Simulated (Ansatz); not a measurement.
CH4ClFOSn, SMILES `[CH3][Sn]([OH])([F])[Cl]`, relaxed with RKS PBE-D4/def2-SVP in Ansatz from a rough embedded geometry. The force threshold is 0.03 eV/Å; the program also tests the step.

Charge 0, multiplicity 1. Sn takes the def2 core potential.

Start:

```xyz
9

C    -0.547    0.282   -1.170
Sn    0.665   -0.246    0.451
O    -0.471   -1.105    1.794
F     2.076   -1.499   -0.084
Cl    1.704    1.657    1.367
H    -1.327    1.061   -0.863
H     0.092    0.822   -1.953
H    -1.005   -0.556   -1.614
H    -1.185   -0.416    2.072
```

| step | energy (eV) | largest force (eV/Å) | largest move (Å) |
| --- | --- | --- | --- |
| 1 | -24202.4660 | 3.243 | 0.000 |
| 2 | -24202.7180 | 0.893 | 0.195 |
| 3 | -24202.7435 | 0.720 | 0.190 |
| 4 | -24202.7631 | 0.433 | 0.200 |
| 5 | -24202.7855 | 0.365 | 0.105 |
| 6 | -24202.7872 | 0.352 | 0.011 |
| 7 | -24202.7917 | 0.580 | 0.053 |
| 8 (rejected) | -24202.7072 | 1.865 | 0.197 |
| 9 | -24202.8139 | 0.181 | 0.098 |
| 10 | -24202.8287 | 0.212 | 0.100 |
| 11 | -24202.8442 | 0.147 | 0.150 |
| 13 | -24202.8503 | 0.320 | 0.096 |
| 15 | -24202.8558 | 0.115 | 0.098 |
| 17 | -24202.8571 | 0.041 | 0.043 |
| 19 | -24202.8587 | 0.022 | 0.065 |
| 21 | -24202.8597 | 0.010 | 0.054 |
| 23 (rejected) | -24202.8598 | 0.201 | 0.078 |
| 25 | -24202.8621 | 0.053 | 0.042 |
| 27 (rejected) | -24202.8625 | 0.213 | 0.077 |
| 29 | -24202.8648 | 0.015 | 0.047 |
| 31 | -24202.8660 | 0.057 | 0.013 |
| 33 | -24202.8670 | 0.094 | 0.079 |
| 35 | -24202.8677 | 0.025 | 0.017 |

End:

```xyz
9

C    -0.545    0.371   -1.393
Sn    0.440   -0.052    0.461
O    -0.753   -1.094    1.669
F     2.042   -1.144    0.180
Cl    1.238    1.849    1.619
H    -0.666    1.465   -1.483
H     0.083   -0.023   -2.212
H    -1.528   -0.134   -1.372
H    -0.311   -1.238    2.530
```

Hardware: 4 threads of a server CPU on a shared host. Wall time 30 s, peak host memory 0.2 GiB.
